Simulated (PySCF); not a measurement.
Species: C4H10Si.
SMILES with atom numbers: `[CH3:1][CH2:2][C@H:3]1[CH2:4][SiH2:5]1`

NICS = −σ at a ghost point: NICS(0) at the centroid of the ring atoms, NICS(1) 1 Å to either side along the normal of their mean plane, zz for the tensor component along that normal. Level: GIAO PBE0/pcSseg-1 (PySCF, non-relativistic, gas phase) on the GFN2-xTB geometry, one conformer.

Ring bond lengths (Å), with Mayer bond orders in brackets: C3–C4 1.536 (0.88), C4–Si5 1.881 (0.97), Si5–C3 1.888 (0.94).

Give the NICS values of each ring in ppm.

```
     ring                                              type  NICS(0)  NICS(1), two faces  NICS(1)zz, two faces  rms pucker (Å)  centre to ring atoms, mean (Å)
C3–C4–Si5  3-membered ring with Si; formal bonds all single    -28.3         -8.0 / -8.8         -15.4 / -18.3            0.00                            1.02
```

What do they say, and how far can they be read as aromaticity?

- C3–C4–Si5: mean NICS(1)zz -16.9 ppm, shielded. C3, C4, Si5 have four or more neighbours, and the NICS criterion for π rings isn't applied. NICS(0) lies 20 ppm below the mean NICS(1).

At the second NICS(1) probe listed for ring C3–C4–Si5, 1 Å off the ring, what do the in-plane components average?

The isotropic value is a third of the trace: (3 × -8.8 − (-18.3))/2 = -4.1 ppm.

Give the inner angles of the rings and the Hirshfeld charges of the ring atoms.

- C3–C4–Si5: C3 65.7° (-0.109 e), C4 66.2° (-0.169 e), Si5 48.1° (+0.288 e); sum 180.0° against 180° for a flat convex ring.

How shielded are the nuclei of the rings and their hydrogens (means over atoms taken as equivalent)?

| atoms | environment | σ isotropic (ppm) | principal values of the symmetric part, first atom (ppm) |
| --- | --- | --- | --- |
| C3 | sp3 carbon bound to silicon | 173.6 | 146.0, 163.0, 211.8 |
| C4 | sp3 carbon bound to silicon | 185.6 | 152.2, 190.9, 213.6 |
| Si5 | SiH2 silicon | 497.8 | 393.0, 407.0, 693.5 |
| H on C3 | methine hydrogen | 30.87 | 25.2, 28.7, 38.7 |
| H on C4 | methylene hydrogen | 31.58 | 26.7, 28.5, 39.5 |
| H on C4 | methylene hydrogen | 30.95 | 25.6, 26.4, 40.9 |
| H on Si5 | Si–H hydrogen | 29.40 | 23.9, 27.6, 36.7 |
| H on Si5 | Si–H hydrogen | 29.14 | 23.7, 26.3, 37.4 |

Time: 26 s wall; peak memory 0.69 GiB. Hardware: Arm Neoverse N1, one thread, on a shared host. This is the whole shielding run at PBE0/pcSseg-1, SCF included.

Conformer computed: `[CH3:1][CH2:2][C@H:3]1[CH2:4][SiH2:5]1`: C1–C2–C3–C4 77°.
